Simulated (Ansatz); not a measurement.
Species: CH$_{7}$OSi$_{2}$, net charge -1, singlet state. It need not be the lowest isomer of its formula. Whether it binds its extra electron was not tested at this geometry. 
Structure (B3LYP-D3(BJ)/def2-TZVP (Ansatz, an electronic-structure program) minimum search):
```xyz
11

C      2.3180    -0.3005     0.5449
Si     0.9374    -0.2018    -0.8349
O     -0.3434     0.5090     0.1982
Si    -1.8727     0.0490     0.3289
H      2.3568     0.6096     1.1551
H      2.1460    -1.1508     1.2138
H      3.3023    -0.4445     0.0811
H      1.4440     1.1371    -1.4273
H     -2.0681    -1.3717     0.7547
H     -2.6874     0.2097    -0.9159
H     -2.5601     0.8809     1.3669
```
Charge -1, spin multiplicity 1.

Basis-set convergence of Hartree-Fock and CCSD(T) correlation energies (hartree) with Ansatz. Correlated levels leave the core frozen unless marked. No spin-orbit coupling. No relativistic terms. This anion needs diffuse functions, which these sets lack.

| basis | functions | E(HF) | E(corr, CCSD(T)) |
|---|---|---|---|
| cc-pV(D+d)Z | 109 | -694.73002 | -0.61698 |
| cc-pV(T+d)Z | 236 | -694.80501 | -0.75950 |
| cc-pV(Q+d)Z | 448 | (withheld) | (withheld) |

Q: Fill in the missing entries.

A: 
- cc-pV(Q+d)Z, E(HF): -694.82404
- cc-pV(Q+d)Z, E(corr, CCSD(T)): -0.80489
